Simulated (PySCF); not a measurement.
Identify the unknown among the candidates.

All candidates are C5H7NO2.

| technique | computed result |
| --- | --- |
| UV, first state | lowest singlet excitation: 5.18 eV (239 nm, f = 0.009) [TDDFT PBE0/def2-SVPD] |
| Rotational structure | rotational constants A, B, C: 5.051, 1.013, 0.911 GHz [GFN2-xTB] |
| UV, strongest line | among the 8 lowest singlet transitions: S3 at 6.08 eV (204 nm, f = 0.240) [TDDFT PBE0/def2-SVPD] |
| Dipole | 0.35 D [PBE0/def2-SVPD] |
| Triplet | lowest triplet excitation (Tamm–Dancoff): 4.20 eV [TDA PBE0/def2-SVPD] |
| Polarisability | 77.5 au [PBE0/def2-SVPD] |

The electronic properties come from PySCF, for the isolated species, density fitting. Levels stand in brackets. One conformer (not necessarily the lowest) at the GFN2-xTB geometry, without solvent, vibrations or thermal averaging.

Question: Which candidate is it?
A. `[H]/N=C/CC(=O)OC=C`
B. `CCC(=O)OCC#N`
C. `NC(=O)[C@@H]1C=COC1`

Answer: A. It is `[H]/N=C/CC(=O)OC=C`. Numbering: `[H]/[N:8]=[CH:7]/[CH2:6][C:4]([O:3][CH:2]=[CH2:1])=[O:5]`. Its formula, C5H7NO2, gives 3 degrees of unsaturation: 0 rings and 3 π bonds in the structure found. The optimised geometry has point group C1 and is an asymmetric top.

The others, at the same levels:
- `CCC(=O)OCC#N` fails: its computed lowest singlet excitation is 6.03 eV (206 nm, f = 0.001) (against 5.18 eV), lowest triplet excitation (Tamm–Dancoff) is 5.49 eV (against 4.20 eV) and strongest line among the 8 lowest singlet transitions is S4 at 7.95 eV (156 nm, f = 0.042) (against S3 at 6.08 eV).
- `NC(=O)[C@@H]1C=COC1` fails: its computed lowest singlet excitation is 5.34 eV (232 nm, f = 0.035) (against 5.18 eV), lowest triplet excitation (Tamm–Dancoff) is 3.98 eV (against 4.20 eV) and static isotropic polarisability is 70.5 au (against 77.5 au).

Each candidate is one conformer, not necessarily the lowest. The conformers computed, where there is a choice (atom-mapped SMILES and torsion angles):
- `[H]/[N:8]=[CH:7]/[CH2:6][C:4]([O:3][CH:2]=[CH2:1])=[O:5]`: C1–C2–O3–C4 -179°, C2–O3–C4–O5 0°, O3–C4–C6–C7 -126°, C4–C6–C7–N8 126°
- `[CH3:1][CH2:2][C:3](=[O:4])[O:5][CH2:6][C:7]#[N:8]`: C1–C2–C3–O4 44°, C2–C3–O5–C6 -178°, C3–O5–C6–C7 114°
- `[NH2:1][C:2](=[O:3])[C@@H:4]1[CH:5]=[CH:6][O:7][CH2:8]1`: N1–C2–C4–C5 -72°, H–N1–C2–O3 -178°, H–N1–C2–O3 -3°
